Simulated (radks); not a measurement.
Q: Spherical quantum dot in the effective-mass picture: electrons in a parabolic well V = omega^2 r^2 / 2 with omega = 0.0759, with a point charge +1 (a donor) at the centre, all in effective atomic units (hartree* = m*/eps^2 hartree, bohr* = eps/m* bohr), one dielectric constant everywhere. Calculated with a radial shooting solver with Libxc functionals: non-relativistic Kohn-Sham, LDA (Slater exchange, Perdew-Wang correlation), spin-polarised, spherical densities. Levels are named by radial order and angular momentum (1s, 1p, 1d, 2s, ...), and open shells are averaged over m. At N = 2 the configuration is 1s2. Does electron 3 go into 2s up or 1p up?

A: Into 1p up. The total energies of the other choices lie higher by 0.00287 hartree* (2s up).
